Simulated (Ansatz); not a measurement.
A single point on `C[O][SnH][OH]` radical.

```yaml
crystal:
  periodic: [false, false, false]
  atoms:
    - {symbol: C, position_ang: [0.687551, -1.289169, 0.410937]}
    - {symbol: O, position_ang: [0.822413, 0.061316, 0.781443]}
    - {symbol: Sn, position_ang: [-0.587044, 1.388307, 0.456258]}
    - {symbol: O, position_ang: [-1.186517, 0.830336, -1.346362]}
    - {symbol: H, position_ang: [0.143632, -1.416736, -0.531496]}
    - {symbol: H, position_ang: [1.691207, -1.707522, 0.286214]}
    - {symbol: H, position_ang: [0.177415, -1.869503, 1.189975]}
    - {symbol: H, position_ang: [0.318385, 2.875228, 0.339878]}
    - {symbol: H, position_ang: [-2.067032, 1.127733, -1.586857]}
basis:
  gaussian: {orbitals: def2-QZVPP}
magnetization: {spin_polarized: true, initial_magnetization: 1}
correlation: {method: mp2}
scf: {omitted_lower_state_checks: [cluster_reference]}
```

```sh
$ ansatz run in.yaml --threads 2 --pin off --events-out ev --progress --plain --max-ram 22528MiB --backend cuda --devices 0, --max-vram 18GiB
```

It prints (some lines left out):

```
Functional definition: HF
  name "HF"
  cite "Fock, Z. Phys. 61, 126 (1930) doi:10.1007/BF01340294"
  parent pbe
  exchange = exact_x
  correlation = 0
these checks for a lower state are left out or cut short: cluster_reference
2471 factors; integrals over basis functions are off by at most 9.2e-4 eV
mean field evaluation 1: about -10985.6435 eV, gradient 3.8e1 eV
mean field evaluation 2: about -10985.6462 eV, gradient 3.8e1 eV
mean field evaluation 4: about -10991.6314 eV, gradient 3.1e0 eV
mean field evaluation 8: about -10991.7666 eV, gradient 2.0e-1 eV
mean field -10991.76804774 eV, -403.9400252664 hartree, gradient 7.1e-6 eV, S^2 0.764393; 0 other end points of the search recorded, 0 dependent functions left out
7 core orbitals not correlated: weight in the atoms' cores, before any rotation towards them, 1.000 or more for the frozen orbitals, at most 0.000 for the correlated occupied ones
reference -10991.76804774 eV, -403.9400252664 hartree; 18, 17 occupied and 378, 379 virtual orbitals, 2471 factors
second order -33.48826548 eV of doubles, -0.00000000 eV of singles
Total energy: -11025.25631322 eV, -405.1706963236 hartree
Checks for a lower state left out: cluster_reference
```

Hardware: 2 threads of an AMD EPYC 7R13 on a shared host and a share of an NVIDIA H100 80 GB. Wall time 4.8 s, peak host memory 1 GiB.
